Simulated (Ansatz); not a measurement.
This geometry of H₉NSSi₂Sn (14 atoms, charge 0, multiplicity 1) is a first-order saddle point.

Level of theory: RKS B3LYP-D4/def2-SVP (Ansatz 0.2.0).

```xyz
14
Properties=species:S:1:pos:R:3
N -1.475 1.474 -0.325
Sn -0.003 0.033 -0.282
Si 1.998 1.036 1.017
Si -1.087 -2.128 0.642
S 0.786 -0.462 -2.591
H -2.308 1.196 -0.846
H -1.165 2.369 -0.705
H 3.115 0.047 1.024
H 1.610 1.342 2.425
H 2.456 2.288 0.347
H -2.231 -2.529 -0.228
H -1.577 -1.915 2.035
H -0.068 -3.218 0.645
H -0.065 0.440 -3.129
```

(1) Which two structures does it join? (They come from a converged band through this point; their orientation in space is the band's.)

(2) How far does it lie above each of them?

Answers

(1) No bond is made or broken. The dihedral N1–Sn2–S5–H14 goes from -74 to 75°. The two ends are copies of one structure, up to a mirror image or an exchange of like atoms.

Image 0:

```xyz
14
Properties=species:S:1:pos:R:3
N -1.342 1.728 -0.215
Sn 0.019 0.175 -0.290
Si 2.071 0.898 1.103
Si -1.246 -1.956 0.453
S 0.913 -0.213 -2.567
H -2.189 1.539 -0.753
H -0.955 2.602 -0.574
H 3.099 -0.181 1.065
H 1.661 1.136 2.518
H 2.653 2.152 0.542
H -2.362 -2.233 -0.499
H -1.807 -1.783 1.824
H -0.304 -3.111 0.446
H -0.227 -0.784 -3.024
```

Image 10:

```xyz
14
Properties=species:S:1:pos:R:3
N -1.541 1.547 -0.250
Sn -0.122 0.047 -0.314
Si 1.932 0.919 0.995
Si -1.266 -2.110 0.534
S 0.609 -0.497 -2.619
H -2.365 1.329 -0.814
H -1.186 2.444 -0.584
H 2.992 -0.130 0.999
H 1.560 1.251 2.401
H 2.464 2.145 0.329
H -2.434 -2.442 -0.332
H -1.733 -1.913 1.937
H -0.289 -3.236 0.494
H 1.366 0.618 -2.747
```

(2) 0.038 eV above the first and 0.038 eV above the second. This is the barrier of this one path; another mechanism may lie lower.

Time of the run: 5.2 min on 2 threads of Arm Neoverse V2, on a shared host, peak memory 0.4 GiB.
